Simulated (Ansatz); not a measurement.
`[NH]=[Mo](=[NH])([F])[Cl]` and `[NH]=[W](=[NH])([F])[Cl]` differ in one element.

Ansatz, PBE0-D4/def2-TZVP geometries, multiplicity 1. Each molecule was computed in one conformer, which needn't be the lowest.

Elements past krypton have def2 core potentials.

| property | `[NH]=[Mo](=[NH])([F])[Cl]` |
| --- | --- |
| HOMO energy (PBE/def2-TZVPP) / eV | -7.06 |
| HOMO–LUMO gap (PBE/def2-TZVPP) / eV | 3.92 |
| HOMO–LUMO gap (ωB97M-V/def2-TZVPP) / eV | 10.29 |
| LUMO energy (ωB97M-V/def2-TZVPP) / eV | -0.32 |
| LUMO energy (PBE/def2-TZVPP) / eV | -3.14 |
| LUMO energy (PBE0/def2-TZVPP) / eV | -2.41 |

Give the same properties after the change, and the shifts. (Estimate.)

Computed: 
| property | `[NH]=[W](=[NH])([F])[Cl]` | shift |
| --- | --- | --- |
| HOMO energy (PBE/def2-TZVPP) / eV | -6.89 | 0.17 |
| HOMO–LUMO gap (PBE/def2-TZVPP) / eV | 4.15 | 0.23 |
| HOMO–LUMO gap (ωB97M-V/def2-TZVPP) / eV | 10.56 | 0.27 |
| LUMO energy (ωB97M-V/def2-TZVPP) / eV | 0.13 | 0.45 |
| LUMO energy (PBE/def2-TZVPP) / eV | -2.74 | 0.40 |
| LUMO energy (PBE0/def2-TZVPP) / eV | -1.96 | 0.45 |

With PBE0 the HOMO rises by 0.18 eV and the LUMO rises by 0.45 eV, so the gap widens by about 0.27 eV. PBE moves the HOMO by 0.17 eV and ωB97M-V by 0.18 eV.
